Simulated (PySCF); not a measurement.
PySCF input for SiFHI2, SMILES F[SiH](I)I, TDA-ωB97X/def2-SVPD. The structure is a stationary point at PBE0-D3(BJ)/def2-SVP. The def2 effective core potentials stand for the cores of I; spin–orbit coupling is left out.

```python
import numpy as np
from pyscf import gto, scf, dft, tdscf

mol = gto.M(
    atom='''
    Si    0.45018829   -0.93933565    0.00000000
    F    -0.47851027   -2.26098357    0.00000000
    I    -0.03645722    0.32888800   -2.00522414
    I    -0.03645722    0.32888800    2.00522414
    H     1.86842145   -1.36257681    0.00000000
    ''',
    basis='def2-SVPD',
    ecp={'I': 'def2-svp'},
    charge=0,
    spin=0,
    symmetry=True,
    max_memory=1600,
    verbose=4,
)
mf = dft.RKS(mol, xc='wb97x').density_fit(auxbasis='def2-universal-jkfit')
mf.grids.level = 3
mf.conv_tol = 1e-9
mf.max_cycle = 100
mf.kernel()
mf.grids = dft.Grids(mol).set(level=1).build(with_non0tab=True)  # coarser grid for the response kernel
td = tdscf.TDA(mf)
td.singlet = True
td.nstates = 10
td.conv_tol = 1e-4
td.kernel(x0=td.get_init_guess(mf, 15))
td.analyze()
tt = tdscf.TDA(mf)
tt.singlet = False
tt.nstates = 4
tt.conv_tol = 1e-4
tt.kernel(x0=tt.get_init_guess(mf, 9))
tt.analyze(verbose=3)
```

Log of the run:

```
PySCF version 2.14.0

[INPUT] verbose = 4
[INPUT] num. atoms = 5
[INPUT] num. electrons = 74
[INPUT] charge = 0
[INPUT] spin (= nelec alpha-beta = 2S) = 0
[INPUT] symmetry True subgroup None
[INPUT] Mole.unit = angstrom
[INPUT] Symbol           X                Y                Z      unit          X                Y                Z       unit  Magmom
[INPUT]  1 Si     0.450188290000  -0.939335650000   0.000000000000 AA    0.850732572586  -1.775087117540   0.000000000000 Bohr   0.0
[INPUT]  2 F     -0.478510270000  -2.260983570000   0.000000000000 AA   -0.904253358092  -4.272639719441   0.000000000000 Bohr   0.0
[INPUT]  3 I     -0.036457220000   0.328888000000  -2.005224140000 AA   -0.068894161063   0.621508245656  -3.789324442967 Bohr   0.0
[INPUT]  4 I     -0.036457220000   0.328888000000   2.005224140000 AA   -0.068894161063   0.621508245656   3.789324442967 Bohr   0.0
[INPUT]  5 H      1.868421450000  -1.362576810000   0.000000000000 AA    3.530804825763  -2.574896994584   0.000000000000 Bohr   0.0

nuclear repulsion = 363.797828296206
point group symmetry = Cs
symmetry origin: [-3.48872515e-09 -5.81454167e-10  0.00000000e+00]
symmetry axis x: [1.00000000e+00 3.55607096e-10 3.51066873e-19]
symmetry axis y: [ 3.55607096e-10 -1.00000000e+00 -4.94460860e-18]
symmetry axis z: [-3.51066871e-19 -4.94460777e-18  1.00000000e+00]
num. orbitals of irrep A' = 74
num. orbitals of irrep A" = 51
number of shells = 49
number of NR pGTOs = 225
number of NR cGTOs = 125
basis = def2-SVPD
ecp = {'I': 'def2-svp'}


[settings echo left out]
init E= -921.902403722934
HOMO (A') = -1.1049123153507  LUMO (A') = -0.911500975954603  gap/eV = 5.26299
cycle= 1 E= -982.691341059245  delta_E= -60.8  |g|=  3.9  |ddm|= 13.2
HOMO (A") = -0.045869074896685  LUMO (A') = -0.0144786073714159  gap/eV = 0.85418
cycle= 2 E= -983.351110324852  delta_E= -0.66  |g|= 2.93  |ddm|= 12.1
HOMO (A') = -0.284612085491865  LUMO (A') = 0.020381175827216  gap/eV = 8.29929
cycle= 3 E= -985.235175677002  delta_E= -1.88  |g|= 0.617  |ddm|=  5.6
HOMO (A") = -0.367641624606044  LUMO (A') = -0.0217520032108868  gap/eV = 9.41214
cycle= 4 E= -985.362366977748  delta_E= -0.127  |g|= 0.226  |ddm|= 1.23
HOMO (A") = -0.364491267960075  LUMO (A') = 0.0102655299713493  gap/eV = 10.19765
cycle= 5 E= -985.376611170455  delta_E= -0.0142  |g|= 0.0694  |ddm|= 0.367
HOMO (A") = -0.368693392075751  LUMO (A') = 0.0117576440299135  gap/eV = 10.35260
cycle= 6 E= -985.377830247433  delta_E= -0.00122  |g|= 0.0269  |ddm|= 0.0986
HOMO (A") = -0.370965945224721  LUMO (A') = 0.0101689112868188  gap/eV = 10.37121
cycle= 7 E= -985.378075714539  delta_E= -0.000245  |g|= 0.00622  |ddm|= 0.0467
HOMO (A") = -0.370201192214168  LUMO (A') = 0.0110813547996157  gap/eV = 10.37523
cycle= 8 E= -985.378109985737  delta_E= -3.43e-05  |g|= 0.00171  |ddm|= 0.0226
HOMO (A") = -0.37008489280328  LUMO (A') = 0.0110668720696914  gap/eV = 10.37167
cycle= 9 E= -985.378112827913  delta_E= -2.84e-06  |g|= 0.000446  |ddm|= 0.00657
HOMO (A") = -0.370125249324488  LUMO (A') = 0.0110497233098605  gap/eV = 10.37230
cycle= 10 E= -985.37811303598  delta_E= -2.08e-07  |g|= 0.000105  |ddm|= 0.00236
HOMO (A") = -0.370137155910474  LUMO (A') = 0.0110493581304231  gap/eV = 10.37261
cycle= 11 E= -985.378113045147  delta_E= -9.17e-09  |g|= 1.85e-05  |ddm|= 0.000432
HOMO (A") = -0.370138828309583  LUMO (A') = 0.0110488754778587  gap/eV = 10.37265
cycle= 12 E= -985.378113045527  delta_E= -3.81e-10  |g|= 5.1e-06  |ddm|= 9.57e-05
HOMO (A") = -0.370139406214076  LUMO (A') = 0.0110487356930069  gap/eV = 10.37266
Extra cycle  E= -985.378113045561  delta_E= -3.37e-11  |g|= 2.32e-06  |ddm|= 1.81e-05
converged SCF energy = -985.378113045561
tot grids = 30240


******** <class 'pyscf.tdscf.rks.TDA'> for <class 'pyscf.df.df_jk.DFSymAdaptedRKS'> ********
nstates = 10 singlet
deg_eia_thresh = 1.000e-03
wfnsym = None
conv_tol = 0.0001
eigh lindep = 1e-12
eigh level_shift = 0
eigh max_cycle = 100


Excitation energies (eV)
[5.43558493 5.60371855 5.77211776 5.99535343 6.69780605 6.9432733
 6.95683165 7.1680114  7.33092567 7.47546013]

** Singlet excitation energies and oscillator strengths **
Excited State   1:   A"      5.43558 eV    228.10 nm  f=0.0375
      34 -> 39       -0.12906
      37 -> 38        0.65779
Excited State   2:   A"      5.60372 eV    221.25 nm  f=0.0018
      35 -> 39        0.14777
      36 -> 38       -0.66103
Excited State   3:   A'      5.77212 eV    214.80 nm  f=0.0092
      35 -> 38        0.65108
      36 -> 39       -0.15983
Excited State   4:   A'      5.99535 eV    206.80 nm  f=0.0033
      34 -> 38       -0.62400
      37 -> 39        0.22842
      37 -> 43       -0.10720
Excited State   5:   A"      6.69781 eV    185.11 nm  f=0.0021
      36 -> 40       -0.18950
      37 -> 40        0.64489
      37 -> 41       -0.10025
Excited State   6:   A'      6.94327 eV    178.57 nm  f=0.0029
      34 -> 38       -0.13330
      34 -> 40        0.13253
      35 -> 38        0.12646
      35 -> 40       -0.51377
      36 -> 39        0.16459
      37 -> 39       -0.29626
      37 -> 43        0.16429
Excited State   7:   A"      6.95683 eV    178.22 nm  f=0.0013
      33 -> 38       -0.18544
      35 -> 39        0.26010
      35 -> 43       -0.14790
      36 -> 40       -0.55414
      37 -> 40       -0.16668
Excited State   8:   A'      7.16801 eV    172.97 nm  f=0.0214
      32 -> 38       -0.13472
      34 -> 38       -0.19417
      35 -> 40        0.32926
      36 -> 39       -0.16225
      37 -> 39       -0.44112
      37 -> 43        0.20808
Excited State   9:   A'      7.33093 eV    169.12 nm  f=0.0229
      34 -> 40        0.28722
      35 -> 38       -0.11996
      35 -> 40       -0.18278
      35 -> 41        0.15374
      35 -> 48       -0.11657
      36 -> 39       -0.47251
      36 -> 43        0.22911
Excited State  10:   A"      7.47546 eV    165.85 nm  f=0.0088
      33 -> 38        0.19391
      34 -> 43       -0.11118
      35 -> 39        0.39714
      35 -> 43       -0.13781
      36 -> 40        0.15310
      36 -> 41       -0.17047
      36 -> 42       -0.10845
      36 -> 48        0.14497
      37 -> 41        0.33483
      37 -> 42       -0.10963

** Transition electric dipole moments (AU) **
state          X           Y           Z        Dip. S.      Osc.
  1         0.0000     -0.0000      0.5304      0.2813      0.0375
  2         0.0000      0.0000      0.1155      0.0133      0.0018
  3         0.2195     -0.1312      0.0000      0.0654      0.0092
  4        -0.0088     -0.1502     -0.0000      0.0226      0.0033
  5        -0.0000      0.0000     -0.1131      0.0128      0.0021
  6        -0.0919      0.0923     -0.0000      0.0170      0.0029
  7         0.0000     -0.0000      0.0870      0.0076      0.0013
  8        -0.0267      0.3482      0.0000      0.1220      0.0214
  9         0.3462      0.0863      0.0000      0.1273      0.0229
 10        -0.0000      0.0000      0.2190      0.0479      0.0088

WARN: ECP detected. Skipping calculation of transition velocity and magnetic dipole moments, which have not yet been implemented.



******** <class 'pyscf.tdscf.rks.TDA'> for <class 'pyscf.df.df_jk.DFSymAdaptedRKS'> ********
nstates = 4 triplet
deg_eia_thresh = 1.000e-03
wfnsym = None
conv_tol = 0.0001
eigh lindep = 1e-12
eigh level_shift = 0
eigh max_cycle = 100


Excitation energies (eV)
[4.87068165 5.13071818 5.24289492 5.4506383 ]

** Triplet excitation energies and oscillator strengths **
Excited State   1:   A"      4.87068 eV    254.55 nm  f=0.0000
Excited State   2:   A"      5.13072 eV    241.65 nm  f=0.0000
Excited State   3:   A'      5.24289 eV    236.48 nm  f=0.0000
Excited State   4:   A'      5.45064 eV    227.47 nm  f=0.0000
```

Self-consistency was reached.
